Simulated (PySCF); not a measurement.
# Nuclear quadrupole coupling in `CCN[SiH2][SiH2]N`

C₂H₁₂N₂Si₂.
Numbering: `[CH3:1][CH2:2][NH:3][SiH2:4][SiH2:5][NH2:6]` (hydrogens: H7, H8, H9 on C1; H10, H11 on C2; H12 on N3; H13, H14 on Si4; H15, H16 on Si5; H17, H18 on N6)

Geometry (GFN2-xTB, Å), atoms numbered from 1 in this order:
```
atom  x, y, z in Å
C1    -2.6204    1.0555   -0.4665
C2    -1.7391   -0.0365    0.1342
N3    -1.0071   -0.7391   -0.8899
Si4    0.5902   -1.3526   -0.7092
Si5    1.8960    0.3698    0.0713
N6     3.4952    0.0496   -0.4970
H7    -3.3477    0.6222   -1.1502
H8    -3.1534    1.5868    0.3179
H9    -2.0072    1.7624   -1.0195
H10   -2.3641   -0.7266    0.7213
H11   -1.0139    0.4125    0.8173
H12   -1.6316   -1.2143   -1.5236
H13    0.8826   -1.8319   -2.0696
H14    0.6542   -2.5595    0.1472
H15    1.4128    1.7215   -0.2948
H16    2.0685    0.4331    1.5320
H17    3.6311   -0.1988   -1.4633
H18    4.2451    0.6523   -0.1989
```

Field gradients from the PBE0/pcSseg-1 density (PySCF, non-relativistic), principal values in atomic units, ordered |Vxx| ≤ |Vyy| ≤ |Vzz|:

```
atom     Vxx     Vyy      Vzz
  N3  0.3530  0.7067  -1.0598
  N6  0.3446  0.6158  -0.9604
```

Problem. Find the asymmetry η = (Vxx − Vyy)/Vzz and the couplings χ = eQV/h (234.96 MHz × Q in barn × V in au), with Q(14N) = 0.02044 b.

Solution. 
| atom | environment | nucleus | η | χzz (MHz) | χxx (MHz) | χyy (MHz) |
| --- | --- | --- | --- | --- | --- | --- |
| N3 | silicon-bound nitrogen | 14N | 0.33 | -5.09 | 1.70 | 3.39 |
| N6 | silicon-bound nitrogen | 14N | 0.28 | -4.612 | 1.655 | 2.957 |

The tensor is traceless: Vxx + Vyy + Vzz = 0.

Problem. What is Vzz at N3 in SI units (1 au = 9.71736 × 10²¹ V/m²)?

Solution. -1.0598 au = -10.298 × 10²¹ V/m².

Problem. And the gradient at the other heavy atoms, for which no coupling is worked out here?

Solution. 
| atom | environment | Vzz (au) | η |
| --- | --- | --- | --- |
| C1 | methyl carbon | 0.050 | 0.59 |
| C2 | sp3 carbon bound to nitrogen | 0.208 | 0.21 |
| Si4 | SiH2 silicon | 0.273 | 0.30 |
| Si5 | SiH2 silicon | 0.261 | 0.53 |

Problem. What couplings would deuterons (Q(2H) = 0.00286 b) have in place of the hydrogens, at this geometry?

Solution. 
```csv
atom,bonded to,bond length (Å),Vzz (au),η,χzz (kHz)
H7,C1,1.088,0.3150,0.03,212
H8,C1,1.087,0.3171,0.02,213
H9,C1,1.087,0.3152,0.02,212
H10,C2,1.101,0.2853,0.03,192
H11,C2,1.093,0.2991,0.08,201
H12,N3,1.009,0.4219,0.19,284
H13,Si4,1.472,0.1581,0.04,106
H14,Si4,1.481,0.1494,0.02,100
H15,Si5,1.481,0.1494,0.03,100
H16,Si5,1.472,0.1572,0.04,106
H17,N6,1.007,0.4297,0.17,289
H18,N6,1.007,0.4299,0.16,289
```

Geometry: GFN2-xTB, one conformer, isolated molecule. GFN2-xTB bond lengths can be off by several hundredths of an ångström, more for odd bonds, and the gradients follow them. The basis is small and wasn't made for field gradients, so the couplings can be 20 % off.
